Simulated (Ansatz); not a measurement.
Reactions of `C[Si](O)(O)F`.

Gas-phase electronic energies from Ansatz, PBE0-D4/def2-TZVP geometries. CCSD(T)/CBS adds triple-zeta CCSD(T) − MP2 to the extrapolated MP2 energy (def2 sets, frozen cores). This one scheme is used for every species. Functionals use def2-TZVPP. B3LYP here is the variant with VWN-RPA as its local correlation; programs differ in this. Each species was taken in one conformer, which may not be the lowest.

```tsv
reaction	CCSD(T)/CBS(def2) (kJ/mol)
`C[Si](O)(O)F` + H₂ → `C[SiH](O)O` + H–F	146
`C[Si](O)(O)F` + `C=C` → `C=C[Si](C)(O)F` + H₂O	110
`C[Si](O)(O)F` + H₂O → `C[Si](O)(O)O` + H–F	47
`C[Si](O)(O)F` + `OBC[SiH3]` → `C[Si](O)(O)[SiH3]` + `OBCF`	300
`C[Si](O)(O)F` + `O=C[SiH](O)CF` → `C[Si](O)(F)F` + `O=C[SiH](O)CO`	-50
`C[Si](O)(O)F` + `BN` → `BN[Si](C)(O)F` + H₂O	?
`C[Si](O)(O)F` + `BN(C)[SiH2]C` → `C[Si](C)(O)O` + `BN(C)[SiH2]F`	20
`C[Si](O)(O)F` + CH₃OH → `CO[Si](C)(O)F` + H₂O	-3
`C[Si](O)(O)F` → `OC(O)(F)[SiH3]`	?
`C[Si](O)(O)F` + `N[SiH2]F` → `O[Si](O)(F)N[SiH2]F` + CH₄	?
```

Problem. Fill in the missing values. (Estimate.)

Solution. The calculation gave: `C[Si](O)(O)F` + `BN` → `BN[Si](C)(O)F` + H₂O: +54.3 kJ/mol; `C[Si](O)(O)F` → `OC(O)(F)[SiH3]`: +581.3 kJ/mol; `C[Si](O)(O)F` + `N[SiH2]F` → `O[Si](O)(F)N[SiH2]F` + CH₄: -73.9 kJ/mol.

Largest T1 diagnostic: 0.014, for `O=C[SiH](O)CF`.
